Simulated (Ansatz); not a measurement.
Molecule: 3-selanylpropan-1-ol, C3H8OSe, charge 0, multiplicity 1. SMILES: OCCC[SeH]
Geometry from a B3LYP-D3(BJ)/def2-TZVP (Ansatz, a first-principles code) optimisation:
```xyz
13

O     -3.3102     1.3129    -0.1363
C     -2.5383     0.1546     0.1637
C     -1.0753     0.4978    -0.0629
C     -0.1651    -0.6778     0.2520
Se     1.7489    -0.3238    -0.0888
H     -4.2413     1.1117     0.0008
H     -2.6929    -0.1569     1.2050
H     -2.8282    -0.6848    -0.4820
H     -0.8166     1.3532     0.5655
H     -0.9383     0.8125    -1.0989
H     -0.3853    -1.5344    -0.3866
H     -0.2623    -1.0023     1.2867
H      1.8553     0.7591     0.9031
```

Quantity: vertical ionisation energy (to the doublet state of charge +1; each state is the SCF solution reached for its spin), in eV. Valence correlation only, unless marked. UHF or UKS for open shells. Spin-orbit coupling is left out. Frozen are the shells of the preceding noble gas and the d and f shells that filled before the atom's block. No relativistic terms. CBS marks a two-point X^-3 extrapolation of the correlation energy; Hartree-Fock from the larger set. The bracket is a focal-point correction in the basis named.

```
level                                                          program  vertical ionisation energy (eV)
-------------------------------------------------------------  -------  -------------------------------
B2PLYP/def2-TZVPD                                               Ansatz                             8.79
CCSD/aug-cc-pVDZ                                                Ansatz                                …
CCSD/aug-cc-pVTZ                                                Ansatz                                …
RI-MP2/CBS(aug-cc-pVTZ,aug-cc-pVQZ)+[CCSD(T)-MP2]/aug-cc-pVTZ   Ansatz                             8.97
```

Problem. What belongs in the gaps?

Solution. 
- CCSD/aug-cc-pVDZ, vertical ionisation energy (eV): 8.65
- CCSD/aug-cc-pVTZ, vertical ionisation energy (eV): 8.80
